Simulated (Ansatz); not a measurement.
# Ligand exchange: InH2F + CH2FI → InH2I + CH2F2

Species: InH2F `[F][InH2]`, singlet; CH2FI (fluoroiodomethane) `FCI`, singlet; InH2I `[InH2][I]`, singlet; CH2F2 (difluoromethane) `FCF`, singlet. The partners trade F for I: In–F and C–I bonds give way to In–I and C–F.

Shapes, held fixed at every level: PBE0-D4/def2-TZVP. Programs: Ansatz 0.2.0. The zero-point and thermal change to 298 K, harmonic and unscaled (PBE0-D4/def2-TZVP), is +4.8 kJ/mol.

```csv
level,kind,ΔH(298 K) (kJ/mol),less CCSD(T)/def2-TZVPP
HF/def2-SVP,Hartree–Fock,-136.1,-57.5
HF/def2-TZVPP,Hartree–Fock,-112.3,-33.7
SPW92/def2-TZVPP,LDA,-80.1,-1.5
r2SCAN0-D4/def2-TZVPP,global hybrid,-88.5,-9.9
B2PLYP/def2-TZVPP,double hybrid,-74.8,+3.8
CCSD(T)/def2-SVP,coupled cluster or CI,-106.6,-28.0
CCSD/def2-TZVPP,coupled cluster or CI,-83.5,-4.9
CCSD(T)/def2-TZVPP,coupled cluster or CI,-78.6,0.0
```

The highest level, CCSD(T)/def2-TZVPP, gives ΔH(298 K) = -78.6 kJ/mol; the levels span -136.1 to -74.8. The column of differences is taken from that level and isn't an error. No measured value is set beside it here. For atoms past krypton def2 sets carry core potentials with scalar relativity. Correlated rows may include outer-core shells of I, In, which these sets cover unevenly.
